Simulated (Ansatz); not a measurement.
# InCl (SMILES [Cl][In]): the energy, rung by rung

InCl: 2 atoms, total charge 0, spin state singlet. SMILES: `[Cl][In]`. The shape is that of a PBE0-D4/def2-TZVP optimisation.

```csv
atom,x (Å),y (Å),z (Å)
Cl,0.0000,0.0000,-0.0139
In,0.0000,0.0000,2.3996
```

Each level gives the energy change with the Cl1–In2 bond stretched from 2.414 to 2.982 Å (eV). The values are calculated.

```json
{"level": "HF/STO-3G (restricted)", "kind": "Hartree–Fock", "program": "Ansatz", "value (eV)": "1.58", "less FCI/STO-3G": "+0.07"}
{"level": "SVWN5/STO-3G (restricted)", "kind": "LDA", "program": "Ansatz", "value (eV)": "1.67", "less FCI/STO-3G": "+0.16"}
{"level": "revPBE/STO-3G (restricted)", "kind": "GGA", "program": "Ansatz", "value (eV)": "1.42", "less FCI/STO-3G": "-0.09"}
{"level": "BHLYP/STO-3G (restricted)", "kind": "global hybrid", "program": "Ansatz", "value (eV)": "1.59", "less FCI/STO-3G": "+0.08"}
{"level": "HSE06/STO-3G (restricted)", "kind": "range-separated hybrid", "program": "Ansatz", "value (eV)": "1.54", "less FCI/STO-3G": "+0.03"}
{"level": "B2PLYP/STO-3G (restricted)", "kind": "double hybrid", "program": "Ansatz", "value (eV)": "1.54", "less FCI/STO-3G": "+0.03"}
{"level": "RPA@PBE/STO-3G (restricted)", "kind": "RPA", "program": "Ansatz", "value (eV)": "1.33", "less FCI/STO-3G": "-0.18"}
{"level": "MP2/STO-3G (restricted)", "kind": "perturbation theory", "program": "Ansatz", "value (eV)": "1.55", "less FCI/STO-3G": "+0.04"}
{"level": "CCSD(T)/STO-3G (restricted)", "kind": "coupled cluster or CI", "program": "Ansatz", "value (eV)": "1.51", "less FCI/STO-3G": "0.00"}
{"level": "FCI/STO-3G", "kind": "exact in the basis", "program": "Ansatz", "value (eV)": "1.51", "less FCI/STO-3G": "0.00"}
```

FCI/STO-3G is exact within its basis and frozen core, so for wave-function methods in that basis the difference is their error; functionals converge differently with the basis, so for them it is only a difference. All-electron rows without a relativistic Hamiltonian named are non-relativistic. The first shape isn't each level's own minimum. The values span 1.33 to 1.67 eV. All rows use very small basis sets, so none should be taken for the real molecule's value. In the correlated wave-function rows the outer d shell of In is correlated, in sets not made for it.
